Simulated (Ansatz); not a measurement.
Reaction (formal exchange of groups at the Se–Ge bond): `[CH3][GeH2][SeH]` + `N=C[SiH3]` → `N=C([SiH3])[SeH]` + `[CH3][GeH3]`

Program: Ansatz. Geometries: PBE0-D4/def2-TZVP. ΔE: electronic, gas phase. CCSD(T)/CBS adds triple-zeta CCSD(T) − MP2 to the extrapolated MP2 energy (def2 sets, frozen cores). Functionals use def2-TZVPP. B3LYP here is the variant with VWN-RPA as its local correlation; programs differ in this. For Ge, Se outer-core shells are correlated without core-valence functions, which leaves a few kJ/mol of doubt a bond. Scalar relativity is left out up to krypton. One conformer a species, not always the lowest.

```tsv
level	ΔE (kJ/mol)	difference from CCSD(T)/CBS
r2SCAN-D4	67.3	-9.4
B3LYP-D4	71.4	-5.3
ωB97X-V	76.5	-0.2
ωB97M-V	77.1	0.4
B2PLYP	75.1	-1.6
PBE	65.9	-10.8
r2SCAN	67.8	-8.9
HF/def2-TZVPP	97.4	20.7
SCS-MP2/def2-TZVPP	76.0	-0.7
CCSD/def2-TZVPP	80.1	3.4
CCSD(T)/def2-TZVPP	75.3	-1.4
HF/def2-QZVPP	96.5	19.8
MP2/def2-QZVPP	73.8	-2.9
SCS-MP2/def2-QZVPP	76.3	-0.4
HF/CBS(def2)	96.3	19.6
CCSD/CBS(def2)	81.5	4.8
CCSD(T)/CBS	76.7	0
```

Largest T1 diagnostic among the species: 0.012.

From PBE to PBE0 (25 % exact exchange), in def2-TZVPP and without D4, ΔE moves by +9.2 kJ/mol. In def2-TZVPP, CCSD(T) changes the Hartree–Fock value by −22.2 kJ/mol (the triples alone add −4.8 kJ/mol) and MP2 by −24.1 kJ/mol. The D4 term adds −4.3 kJ/mol with B3LYP and −2.1 kJ/mol with PBE0; it sums over pairs of atoms, weighted by their polarisabilities, and B3LYP, whose exchange is more repulsive, gets the larger term.
